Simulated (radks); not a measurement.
The numbers below are computed, except where a source is named.
Question: These are the eigenvalues of the occupied orbitals of an atom or ion with whole-number occupations (hartree). Level of theory: Dirac Kohn-Sham, PBE, spin-unpolarised, spherical densities, finite nucleus; Fermi nuclear charge, rms radius of each element as measured or else 0.836 A^(1/3) + 0.57 fm (a radial shooting solver on a logarithmic mesh with Libxc functionals).

| orbital | eigenvalue |
|---|---|
| 1s1/2 | -692.5878 |
| 2s1/2 | -98.35833 |
| 2p1/2 | -90.40643 |
| 2p3/2 | -86.88688 |
| 3s1/2 | -17.84610 |
| 3p1/2 | -14.85265 |
| 3p3/2 | -14.28199 |
| 3d3/2 | -8.99904 |
| 3d5/2 | -8.89270 |
| 4s1/2 | -3.80022 |
| 4p1/2 | -2.95061 |
| 4p3/2 | -2.86697 |
| 4d3/2 | -1.60120 |
| 4d5/2 | -1.59132 |

Which element is it, and in what charge state? The configuration may be excited. Open shells, if any, are shared by 2j + 1.

Answer: Z = 41, niobium, charge +4: Nb4+ in [Kr] 4d1. The list shows which subshells hold electrons but not how many an open one holds; the 1s level, -692.59 hartree, gives Z - s = 37.2 by -(Z - s)^2/2, which with screening and relativity narrows Z to a few neighbours, and the depths of the outer levels then fix element, charge and occupations together.
